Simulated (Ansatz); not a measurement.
SnBr2, relaxed as a singlet with RKS PBE0-D4/def2-TZVP in Ansatz, starting from the GFN2-xTB geometry. Force threshold 0.02 eV/Å.

In the def2 sets Sn takes a core potential; there is no spin–orbit coupling.

Start:

Cartesian coordinates in Å:
```
Sn -0.111 1.041 0.287
Br -0.243 -1.064 1.711
Br 0.354 0.023 -1.998
```

```tsv
step	energy (eV)	largest force component (eV/Å)	SCF passes
1	-145911.5503	0.313	17
2	-145911.5561	0.180	22
3	-145911.5584	0.009	23
```

Force components are those of the run's own axes.

End:

```xyz
3

Sn   -0.1113    1.0443    0.2882
Br   -0.2365   -1.0548    1.6731
Br    0.3479    0.0105   -1.9613
```

By distances, no bond broke or formed. The bond that changes most is Sn1–Br3, from 2.54 to 2.52 Å (atoms count from 1).

No frequencies were taken in this run, so the end may be a saddle point.

Run time 5.5 s (4 threads of Arm Neoverse V2 on a shared host).
